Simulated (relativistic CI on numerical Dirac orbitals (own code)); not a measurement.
## Hyperfine structure of Ga⁺, mass number 71

Computed by Dirac-Coulomb-Breit CI, KLI orbitals optimised for each configuration, QED by a radiative potential, valence Slater integrals scaled by 0.85, P86 correlation energy added to each configuration (own radial code, finite nucleus).

CI space (outside the closed core [Ar] 3d10): 4s2, 4s.4p, 4s.5s, 4p2, 4s.4d, 4s.5p, 4d2, 4s.6s, 4s.4f, 4s.5d, 4p.4d, 4s.6p, 4s.5g, 4s.5f, 4s.6d, 4s.6f. Levels of other configurations are missing.

Nuclear spin I = 3/2, μ = 2.56033 μN, Q = 0.107 b (tables of Stone and Pyykkö). The electronic factors are computed for point nuclear moments, without core polarisation; leaving it out makes A of s and p electrons in near-neutral atoms 20 to 40 % too small, and it can dominate for d and f shells.

| Level | E (eV) | A (MHz) | B (MHz) |
| --- | --- | --- | --- |
| 4s.4p 3P°_1 | 5.4245 | 5077 | -28.9 |
| 4s.4p 3P°_2 | 5.5284 | 4250 | 55 |
| 4s.4p 1P°_1 | 8.4894 | 446.5 | 41.7 |
| 4s.5s 3S_1 | 12.2625 | 9990 | 0.00174 |
| 4s.4d 1D_2 | 12.7441 | 407.9 | 48.5 |
| 4s.4d 3D_1 | 13.5677 | -4251 | 1.02 |
| 4s.4d 3D_2 | 13.5702 | 1500 | 1.36 |
| 4s.4d 3D_3 | 13.5742 | 2898 | 2.79 |

Levels with J = 0, under 50 % of one LS term, or S terms without an open s electron are left out. Small factors come from cancelling terms and can be off by tens of per cent or more.

For a near-neutral ion this model can misplace configurations by up to about 10,000 cm⁻¹ (more where the count of f electrons changes) and terms by 10 to 25 % of their spread. Rates follow the energies as ν³ (E1, M1) or ν⁵ (E2), so they and the lifetimes can be off by large factors. The fine structure of a lone outer electron comes out too small, for d and f at times inverted, and misplaced configurations move strength between like terms. 12 of the 13 excited levels that our extract of the measured tables holds in this range could be paired (the sources list more); they are missed by 4003 cm⁻¹ on average and 4400 at most, and levels without a partner can miss by more.

(1) Give the hyperfine levels of 4s.4p 3P°_1 relative to its centre of gravity.

Answers

(1) With K = F(F + 1) − I(I + 1) − J(J + 1), E = AK/2 + B[¾K(K + 1) − I(I + 1)J(J + 1)]/[2I(2I − 1)J(2J − 1)]: F = 1/2: -12730, F = 3/2: -5048, F = 5/2: 7608 MHz.

LS names give the leading component of a level, which can be under half, so a name can repeat, a term be missing and a line seem to break the LS rules.
